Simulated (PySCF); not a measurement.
A structure optimised at B3LYP-D3(BJ)/def2-SVP, used in a PySCF frequency run:

```xyz
3

Te     0.0000     0.0000     0.9238
Br     0.0000    -1.9564    -0.6862
Br     0.0000     1.9564    -0.6862
```
Charge 0, spin multiplicity 1.

Task: Write its SMILES, formula and point group.

Result: Br[Te]Br, Br2Te, C2v

Task: What are its rotational constants (standard atomic weights)?

Result: 2.7481, 0.82623, 0.63524 GHz
